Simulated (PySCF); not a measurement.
Excitation energy of Bi+ by level of theory

Bi+ [Xe] 4f14 5d10 6s2 6p2 (3P) → Bi+ [Xe] 4f14 5d10 6s1 6p3 (5S), as a difference of total energies. All numbers are calculated (PySCF 2.14, a scalar-relativistic core potential, in aug-cc-pwCVDZ-PP with ECP60MDF). Correlated levels: valence and next inner shell: nothing frozen outside the core potential. The calculations carry no spin-orbit coupling.

```
                                method  excitation energy (eV)
                                   UHF                   6.261
    MP2 (valence and next inner shell)                   7.982
SCS-MP2 (valence and next inner shell)                   8.062
   CCSD (valence and next inner shell)                   7.720
CCSD(T) (valence and next inner shell)                   7.772
```

**Question.** How much does correlation contribute at CCSD(T) (valence and next inner shell)?

**Answer.** 7.772 − (6.261) = 1.511 eV, measured against UHF.

Spin-orbit coupling is strong in these open shells (close to jj coupling). The scalar numbers leave it out and a first-order estimate fails, so it can dominate the gap to the real levels.
